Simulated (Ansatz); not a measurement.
CH8F2N2Si2 (`N[SiH2]C[Si](N)(F)F`), relaxed with RKS PBE0-D4/def2-TZVP in Ansatz 0.2.0 from a GFN2-xTB geometry. The force threshold is 0.005 eV/Å; the program also tests the step.

Charge 0, multiplicity 1.

Start:

```xyz
15

N     1.282    1.518    1.435
Si    1.826    0.458    0.196
C     0.303    0.139   -0.909
Si   -1.088   -0.794   -0.061
N    -2.570   -1.127   -0.847
F    -0.549   -2.209    0.467
F    -1.507   -0.049    1.301
H     1.947    1.873    2.102
H     0.413    1.302    1.899
H     2.392   -0.833    0.616
H     2.831    1.214   -0.558
H    -0.064    1.098   -1.272
H     0.629   -0.414   -1.788
H    -3.244   -0.393   -0.975
H    -2.601   -1.783   -1.607
```

```tsv
step	energy (eV)	largest force (eV/Å)	largest move (Å)
1	-25330.9531	1.065	0.000
2	-25331.0345	0.382	0.084
3	-25331.0569	0.218	0.056
4 (rejected)	-25331.0355	0.956	0.096
5	-25331.0634	0.097	0.048
6	-25331.0647	0.154	0.100
7	-25331.0678	0.069	0.092
8	-25331.0683	0.033	0.015
9	-25331.0687	0.050	0.022
10	-25331.0690	0.042	0.029
11	-25331.0693	0.054	0.035
12	-25331.0697	0.091	0.038
13	-25331.0701	0.225	0.064
14	-25331.0713	0.181	0.025
15	-25331.0743	0.314	0.102
16	-25331.0759	0.491	0.075
17	-25331.0943	0.120	0.200
18	-25331.0963	0.179	0.126
19	-25331.0994	0.642	0.125
20	-25331.1046	0.279	0.185
21 (rejected)	-25331.0136	1.262	0.135
22	-25331.1123	0.043	0.067
23	-25331.1130	0.025	0.027
24	-25331.1132	0.024	0.019
25	-25331.1132	0.032	0.005
26	-25331.1133	0.004	0.011
```

End:

```xyz
15

N     1.213    1.514    1.493
Si    1.759    0.521    0.204
C     0.287    0.102   -0.881
Si   -1.036   -0.897   -0.093
N    -2.427   -1.024   -1.041
F    -0.554   -2.379    0.223
F    -1.323   -0.284    1.361
H     1.879    2.049    2.028
H     0.455    1.189    2.073
H     2.408   -0.766    0.596
H     2.766    1.309   -0.557
H    -0.142    1.048   -1.230
H     0.638   -0.444   -1.764
H    -2.771   -0.246   -1.578
H    -3.152   -1.692   -0.835
```

It took 46 s on 2 threads of an AMD EPYC 7R13 on a shared host and a share of an NVIDIA H100 80 GB, with 0.97 GiB of host memory at the peak.
